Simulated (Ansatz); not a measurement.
CH₅AlINSi, SMILES `[I][Al]1[CH2][SiH2][NH]1`, relaxed with RKS PBE-D4/def2-SVP in Ansatz 0.2.0 from a rough embedded geometry. The force threshold is 0.03 eV/Å; the program also tests the step.

Total charge 0; spin multiplicity 1. I takes the def2 core potential.

Start:

```xyz
10

I    -0.710    2.799   -2.756
Al   -0.224    0.676   -1.329
C    -1.010    0.067    0.387
Si    0.527   -0.622    0.919
N     1.380   -0.097   -0.601
H    -1.396    0.872    1.031
H    -1.811   -0.768    0.260
H     1.101    0.146    2.058
H     0.583   -2.080    1.133
H     1.558   -0.992   -1.102
```

Problem. By how much does the energy fall, and how many steps does the optimiser take? (Estimate.)

Solution. The calculation gave: 131.14 kJ/mol, in 8 steps.

Problem. Which bonds change most? (Estimate.)

Solution. Ansatz gave: C3–Si4 from 1.766 to 1.907 Å; Al2–N5 from 1.924 to 1.801 Å; I1–Al2 from 2.604 to 2.482 Å.

Problem. Give the relaxed structure. (Best estimate.)

Solution. Ansatz gave: 
```xyz
10

I    -0.699    2.209   -3.125
Al   -0.250    0.795   -1.135
C    -1.142    0.177    0.517
Si    0.508   -0.724    0.837
N     1.227   -0.127   -0.676
H    -1.404    0.960    1.257
H    -2.020   -0.487    0.380
H     1.228   -0.258    2.077
H     0.386   -2.226    0.902
H     2.165   -0.318   -1.033
```
